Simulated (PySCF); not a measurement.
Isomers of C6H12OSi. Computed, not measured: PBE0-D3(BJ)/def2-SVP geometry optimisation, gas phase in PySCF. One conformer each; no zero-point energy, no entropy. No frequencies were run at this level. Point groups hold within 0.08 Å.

**Question.** Rank from lowest to highest electronic energy at this level (kJ/mol).
A. `[O:1]=[CH:2][C@@H:3]1[CH2:4][CH2:5][CH2:6][SiH2:7][CH2:8]1` with O1–C2–C3–C4 -116°, C2–C3–C4–C5 174°, C3–C4–C5–C6 65°, C4–C5–C6–Si7 -56°, C5–C6–Si7–C8 45°
B. `[SiH3:1][O:2][C@:3]12[CH2:4][CH2:5][C@H:6]1[CH2:7][CH2:8]2` with Si1–O2–C3–C4 -72°

**Answer.** A (0.0), B (88.2).

As drawn, the lower has a C=O bond and an Si–C bond, which the higher lacks; the higher has a four-membered ring and an Si–O bond, which the lower lacks.

| SMILES | E (Eh) | E rel (kJ/mol) | dipole (D) | point group | A, B, C (MHz) |
| --- | --- | --- | --- | --- | --- |
| O=C[C@@H]1CCC[SiH2]C1 | -599.79573 | 0.0 | 2.81 | C1 | 3059, 1095, 869.7 |
| [SiH3]O[C@]12CC[C@H]1CC2 | -599.76214 | 88.2 | 0.89 | – | 3348, 1203, 1038 |
